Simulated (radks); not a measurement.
Results of a calculation; reference values are marked as such.
Spherical quantum dot in the effective-mass picture: electrons in a parabolic well V = omega^2 r^2 / 2 with omega = 0.871, all in effective atomic units (hartree* = m*/eps^2 hartree, bohr* = eps/m* bohr), one dielectric constant everywhere. Level of theory: non-relativistic Kohn-Sham, exchange-only LDA, spin-polarised, spherical densities (a radial shooting solver with Libxc functionals). Levels are named by radial order and angular momentum (1s, 1p, 1d, 2s, ...), and open shells are averaged over m.

N = 28, configuration 1s2 1p6 1d10 2s2 1f(up 7, down 1). This is the lowest configuration that the search found. Occupied and some empty levels:

level,occupation,eigenvalue (hartree*),<r> (bohr*)
1s up,1,11.895,1.967
1s down,1,11.932,1.906
1p up,3,12.228,2.441
1p down,3,12.287,2.404
1d up,5,12.612,2.763
1d down,5,12.682,2.746
2s up,1,12.710,2.349
2s down,1,12.757,2.376
1f up,7,13.042,3.011
1f down,1,13.117,3.007
2p up,0,13.203,2.624
2p down,0,13.250,2.636
1g up,0,13.514,3.218
1g down,0,13.591,3.222
2d up,0,13.724,2.885
2d down,0,13.774,2.888

Energy (hartree*): total 225.462, kinetic 21.655, external 82.372, Hartree 131.66, exchange-correlation -10.228.
